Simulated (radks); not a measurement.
The numbers below are computed, except where a source is named.
Task: Ionisation of the lutetium ion Lu64+, [He] 2s2 2p3, to Lu65+, [He] 2s2 2p2, under several functionals. Scalar-relativistic Kohn-Sham, spin-polarised, spherical densities, finite nucleus; open shells are filled with parallel spins first (spin-orbit coupling, left out, can overturn this in heavy ions); a radial shooting solver on a logarithmic mesh with Libxc functionals. Known Delta-SCF values: BP86 15621.3 eV. What does LDA (Slater exchange, Perdew-Wang correlation) give, and what is its highest occupied eigenvalue?

Result: 15613.0 eV by Delta-SCF; the 2p eigenvalue is -15455.8 eV. NIST: 15211 eV (theoretical).
